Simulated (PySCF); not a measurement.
# Reading the logs of faulty runs: CH8Si2

Calculated results; nothing here was measured. The program is PySCF 2.14.0, an open-source quantum chemistry code, run on an isolated molecule that a program drew, which may never have been made. The molecule is CH8Si2 (charge 0, singlet), drawn as the SMILES string `[SiH3]C[SiH3]`.

Each row is a Hartree-Fock (HF) and frozen-core CCSD(T) single point in the cc-pV(D+d)Z basis, meant for a local HF minimum. Run 1 is clean. Each other run has one planted mistake out of seven kinds, and not every kind appears here: one electron removed, one electron added, multiplicity raised by two, geometry at a saddle point, minimal basis STO-3G, one bond length entered in bohr, all coordinates scaled. The reference is restricted for singlets and unrestricted otherwise, and also for a bond in bohr. Adding or removing an electron swaps singlet and doublet. Electrons count all cores. HOMO and LUMO are orbital energies over both spins, the gradient is its largest component, and the lowest frequency (negative if imaginary) is given only where the gradient is small. Bond lengths are over the 10 bonds as drawn. T1 is the CCSD diagnostic: over 0.02 (restricted) or 0.045 (unrestricted) a single reference is doubtful.

Geometry of the clean run:
```xyz
11
CH8Si2, angstrom
Si    0.4704    1.8330   -1.3288
C     0.3061    0.6226    0.1069
Si   -0.0167    1.3451    1.8178
H     1.6095    2.7546   -1.1015
H    -0.7656    2.6395   -1.4722
H     0.7035    1.1012   -2.5971
H     1.2250    0.0260    0.1567
H    -0.5055   -0.0769   -0.1266
H    -0.1169    0.2615    2.8248
H     1.0859    2.2540    2.2139
H    -1.2850    2.1131    1.8262
```

| run | electrons | basis functions | <S^2> | HOMO (eV) | LUMO (eV) | gradient (hartree/bohr) | lowest frequency (cm^-1) | mean bond (Å) | longest bond (Å) | T1 | HF (hartree) | CCSD(T) (hartree) | mistake |
|---|---|---|---|---|---|---|---|---|---|---|---|---|---|
| 1 | 42 | 100 | 0.000 | -11.82 | 3.82 | 3.6e-05 | 90 | 1.4860 | 1.885 | 0.0101 | -620.40099 | -620.83204 | no fault |
| 2 | 43 | 100 | 0.758 | 3.30 | 8.65 | 9.3e-03 | - | 1.4860 | 1.885 | 0.0140 | -620.26973 | -620.73031 | one electron added |
| 3 | 41 | 100 | 0.770 | -17.93 | -8.75 | 8.2e-02 | - | 1.4860 | 1.885 | 0.0295 | -620.02332 | -620.43036 | one electron removed |
| 4 | 42 | 100 | 0.000 | -11.45 | 3.55 | 3.4e-02 | - | 1.5826 | 2.008 | 0.0108 | -620.36762 | -620.80593 | all coordinates scaled |
| 5 | 42 | 100 | 0.803 | -9.03 | 1.83 | 1.1e-02 | - | 1.6179 | 2.802 | 0.0501 | -620.28711 | -620.70960 | one bond length entered in bohr |
| 6 | 42 | 31 | 0.000 | -9.72 | 12.85 | 2.7e-02 | - | 1.4860 | 1.885 | 0.0036 | -613.28260 | -613.47623 | ? |

**Which mistake was planted in run 6, and what did it cost?**

It has 31 basis functions where the clean run has 100, with the same electrons and geometry. So the mistake is: minimal basis STO-3G. Subtracting run 1 and multiplying by 627.51 kcal/mol a hartree, the energy moved by 4466.9 kcal/mol in HF and 4615.8 kcal/mol in CCSD(T).

Cautions from the logs. Run 2: the HOMO is above zero, so the electron isn't bound and the energy depends on the basis; run 5: T1 is over the limit, so its CCSD(T) energy is less reliable.
